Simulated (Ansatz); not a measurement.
C7H9N can be A, `Cc1cncc(C)c1`, or B, `Cc1cccc(N)c1`.

Program: Ansatz. Geometries: PBE0-D4/def2-TZVP. ΔE: electronic, gas phase. CCSD(T)/CBS adds triple-zeta CCSD(T) − MP2 to the extrapolated MP2 energy (def2 sets, frozen cores). Functionals use def2-TZVPP. One conformer a species, not always the lowest.

Question: Which isomer does CCSD(T)/CBS put lower? Give the gap. (Estimate.)

Answer: Computed: B, by 5.1 kcal/mol.

Question: Give E(B) − E(A) in kcal/mol with CCSD(T)/def2-SVP, r2SCAN-D4, MP2/def2-TZVPP, CCSD/def2-TZVPP, PBE0-D4, HF/def2-TZVPP, BLYP-D4. (Estimate.)

Answer: Computed: CCSD(T)/def2-SVP -1.3, r2SCAN-D4 -6.1, MP2/def2-TZVPP -4.3, CCSD/def2-TZVPP -4.2, PBE0-D4 -6.0, HF/def2-TZVPP -4.1, BLYP-D4 -4.8. None reverses the order clearly.

Largest T1 diagnostic: 0.011.

From BLYP to BHLYP (50 % exact exchange), in def2-TZVPP and without D4, E(B) − E(A) moves by −0.9 kcal/mol. Leaving LDA and LC-ωPBE aside and taking each functional with its dispersion term where it has one, the values, not all of them listed here, spread over 2.2 kcal/mol, from r2SCAN0-D4 to ωB97X-V. LDA lies −2.8 kcal/mol from PBE without D4.
